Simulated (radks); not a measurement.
Values are calculated unless marked as measured or tabulated.
Valence configurations of Sm I (all share [Xe]). Level of theory: scalar-relativistic Kohn-Sham, r2SCAN, spin-unpolarised, spherical densities, finite nucleus; meta-GGA in the generalised Kohn-Sham scheme; Fermi nuclear charge, rms radius 5.0819 fm (a radial shooting solver on a logarithmic mesh with Libxc functionals). Energies are relative to 4f6 6s2; eigenvalues in eV.

valence      E (eV)    e(4f)   e(5d)   e(6p)   e(6s)
4f6 6s2       0.000   -2.245       -       -  -3.653
4f5 5d1 6s2   2.876   -7.790  -2.645       -  -4.095
4f6 5d1 6s1   2.177   -1.246  -1.015       -  -3.152
4f6 6p2       4.955   -4.674       -  -2.232       -
4f6 5d2       4.252   -0.796  -0.834       -       -
4f5 6s2 6p1   4.831  -11.026       -  -2.199  -5.360
4f6 5d1 6p1   4.295   -2.333  -1.828  -1.519       -
4f8           6.882   -0.309       -       -       -
4f6 6s1 6p1   2.491   -3.513       -  -1.784  -4.247

NIST lists [Xe] 4f6 6s2 as the ground configuration; this level of theory agrees among the configurations tried. The energies are those of spherical spin-averaged densities, not of single terms. No valid solution was reached for [Xe] 4f6.5 6s1.5.
